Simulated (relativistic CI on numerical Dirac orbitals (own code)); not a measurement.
**What each ingredient does to the levels of Dy²¹⁺**

Base calculation: Dirac-Coulomb-Breit CI, KLI orbitals optimised for each configuration, model QED (radiative potential, 1s self-energy scaled to tabulated hydrogen-like ionisation energies), unscaled Slater integrals.

Configuration list (outside the closed core [Ar] 3d10): 4s2 4p6 4d9, 4s2 4p5 4d10, 4s2 4p6 4d8 4f, 4s 4p6 4d10, 4s2 4p5 4d9 4f, 4s2 4p6 4d8 5s, 4s 4p6 4d9 4f, 4s2 4p6 4d8 5p, 4s2 4p6 4d7 4f 5s, 4s2 4p6 4d8 5d, 4s2 4p6 4d7 5s 5p, 4s2 4p5 4d9 5s, 4s2 4p6 4d7 5s2, 4s2 4p6 4d6 4f 5s2, 4s2 4p5 4d7 4f 5s2, 4s 4p6 4d7 4f 5s2. Double excitations out of closed p, d and f shells are left out; levels of such configurations are missing from the list, as are those of other unlisted configurations, and high levels can miss mixing partners.

Variants: (1) P86 correlation estimate; (2) only the first 3 configurations; (3) one mean potential for all configurations. Shifts of the energy above 4s2 4p6 4d9 2D_5/2, in cm⁻¹, for the lowest level and the first level of each name with at least 55 % of one term (blank where a level changes its place among those of its configuration and J or its character, or is not in the variant):

| Level | Base | Δ(1) | Δ(2) | Δ(3) |
| --- | --- | --- | --- | --- |
| 4s2 4p6 4d9 2D_5/2 | 0 | 0 | 0 | 0 |
| 4s2 4p6 4d9 2D_3/2 | 66931 | -1 | -495 | -4 |
| 4s2 4p5 4d10 2P°_3/2 | 1117443 | +1086 | -4411 | -483 |
| 4s2 4p6 4d8 4f 4F°_7/2 | 1218640 | +889 | -11834 | -809 |
| 4s2 4p6 4d8 4f 4F°_9/2 | 1230397 | +889 | -11956 | -809 |
| 4s2 4p6 4d8 4f 4I°_15/2 | 1245538 | +889 | -12139 | -803 |
| 4s2 4p6 4d8 4f 4D°_7/2 | 1248835 | +890 | -11080 | -805 |
| 4s2 4p6 4d8 4f 4H°_13/2 | 1257588 | +889 | -11714 | -800 |
| 4s2 4p6 4d8 4f 4G°_7/2 | 1292449 | +889 | -11894 | -802 |
| 4s2 4p6 4d8 4f 2K°_13/2 | 1326546 | +889 | -12122 | -806 |
| 4s2 4p6 4d8 4f 2K°_15/2 | 1335396 | +889 | -12140 | -808 |
| 4s2 4p6 4d8 4f 2F°_7/2 | 1336562 | +890 | -11747 | -802 |
| 4s2 4p6 4d8 4f 4D°_5/2 | 1366598 | +890 | -11351 | -795 |
| 4s2 4p6 4d8 4f 2I°_11/2 | 1378426 | +889 | -12035 | -795 |

At this charge energies of transitions that change n are usually good to better than 1 %, and those within a shell (Δn = 0) to a few per cent.

Ionisation energy from the two ground configurations alone: base 701.74 eV; P86 correlation estimate 703.72 eV. The NIST ASD value (theoretical) is 702 eV.

LS names give the leading component of a level, which can be under half, so a name can repeat, a term be missing and a line seem to break the LS rules.
